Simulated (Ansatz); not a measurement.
`[CH3][Nb](=[O])([F])[Cl]`, charge 0, multiplicity 1.

(1) Give a relaxed structure at PBE0-D4/def2-TZVP (the Gaussian-basis code of Ansatz). (Best estimate.)

## Answers

(1) The calculation gave: 
Cartesian coordinates in Å:
```
C 0.456 -0.544 -0.888
Nb -0.329 0.445 0.828
O 0.693 1.770 1.010
F -0.162 -0.687 2.296
Cl -2.451 1.149 0.325
H -0.130 -1.442 -1.109
H 1.500 -0.823 -0.714
H 0.423 0.132 -1.748
```
